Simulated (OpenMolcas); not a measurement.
# Computed transition rates of Se II

```
Program             : OpenMolcas
Method              : SS-RASPT2, IPEA 0.25 Eh, imaginary shift 0.1 Eh (closed shells correlated: 3d)
Basis               : ANO-RCC [9s8p6d4f2g]
Scalar Hamiltonian  : DKH2, point nucleus
Active space        : 5 electrons in 9 orbitals (RAS2 4s 4p; RAS3 4d, at most 2 electrons)
State averaging     : 2S+1 = 4 odd, 1 root; 2S+1 = 2 odd, 8 roots; 2S+1 = 4 even, 3 roots; 2S+1 = 2 even, 8 roots
Spin-orbit coupling : RASSI with atomic mean-field integrals over the reference wave functions, term energies averaged over their components
```

Rates come from the transition moments of the reference wave functions (E1 and E2 in the length form). At fixed line strength A goes as λ^-3 for E1 and M1 and as λ^-5 for E2, so a rate at the computed wavelength can be rescaled to the measured one. Measured vacuum wavelengths follow from level energies in NIST Handbook of Basic Atomic Spectroscopic Data. Branching counts decays inside the model space alone, at computed energies, and the table is only a selection of the E2 and M1 lines, drawn from those between levels with measured partners whose computed energy lies within a factor of 1.5 of the measured one.

| Upper | Lower | Type | λ computed (nm) | λ measured (nm) | A computed (s-1) | A rescaled (s-1) | Branching % |
| --- | --- | --- | --- | --- | --- | --- | --- |
| 4s² 4p³ ²P°_3/2 | 4s² 4p³ ⁴S°_3/2 | M1 | 412 | 418.5 | 3.79e+00 |  | 59.1 |
| 4s² 4p³ ²P°_1/2 | 4s² 4p³ ⁴S°_3/2 | M1 | 422.2 | 434.1 | 1.68e+00 |  | 60.3 |
| 4s² 4p³ ²P°_3/2 | 4s² 4p³ ²D°_3/2 | M1 | 933.9 | 932.3 | 1.51e+00 |  | 23.5 |
| 4s² 4p³ ²P°_1/2 | 4s² 4p³ ²D°_3/2 | M1 | 987.8 | 1013 | 7.96e-01 |  | 28.6 |
| 4s² 4p³ ²P°_3/2 | 4s² 4p³ ²D°_5/2 | M1 | 975.9 | 989.1 | 7.55e-01 |  | 11.8 |
| 4s² 4p³ ²P°_3/2 | 4s² 4p³ ²D°_5/2 | E2 | 975.9 | 989.1 | 2.43e-01 | 2.27e-01 | 3.8 |
| 4s² 4p³ ²P°_1/2 | 4s² 4p³ ²D°_3/2 | E2 | 987.8 | 1013 | 1.99e-01 | 1.75e-01 | 7.2 |
| 4s² 4p³ ²D°_3/2 | 4s² 4p³ ⁴S°_3/2 | M1 | 737.4 | 759.4 | 1.82e-01 |  | 98.3 |
| 4s² 4p³ ²P°_3/2 | 4s² 4p³ ²D°_3/2 | E2 | 933.9 | 932.3 | 1.12e-01 | 1.13e-01 | 1.7 |
| 4s² 4p³ ²P°_1/2 | 4s² 4p³ ²D°_5/2 | E2 | 1035 | 1081 | 1.09e-01 | 8.77e-02 | 3.9 |
| 4s² 4p³ ²D°_5/2 | 4s² 4p³ ⁴S°_3/2 | E2 | 713.2 | 725.5 | 5.71e-03 |  | 48.4 |
| 4s² 4p³ ²D°_5/2 | 4s² 4p³ ⁴S°_3/2 | M1 | 713.2 | 725.5 | 5.07e-03 |  | 43.0 |
| 4s² 4p³ ²D°_3/2 | 4s² 4p³ ⁴S°_3/2 | E2 | 737.4 | 759.4 | 3.14e-03 |  | 1.7 |
| 4s² 4p³ ²D°_5/2 | 4s² 4p³ ²D°_3/2 | M1 | 21700 | 16230 | 1.02e-03 | 2.44e-03 | 8.6 |

Spin-changing lines and M1 lines between different terms are not rescaled, since their strength hangs on the term gaps too.

The largest correction is for 4s² 4p³ ²D°_5/2 → 4s² 4p³ ²D°_3/2 (M1): 1.02e-03 × (21700 / 16230)^3 = 2.44e-03 s-1, a factor of 2.39.

No measured rate stands beside these. Rescaling mends the energy factor alone: line strengths can still be far off where a level mixes with configurations outside the active space, and weak or spin-changing lines hang on small mixing coefficients that depend on the term gaps too, so rescaling need not improve them.

The run also gave levels led by 4s² 4p² 4d, which use shells meant for correlation; these and all levels above them are left out. Measured partners are found by configuration, term and J. A level has none where our copy of the source lacks it or the pairing is in doubt (some pairs that miss far off the trend of their configuration count as doubtful). Only configurations of the active space appear.

° marks odd parity.
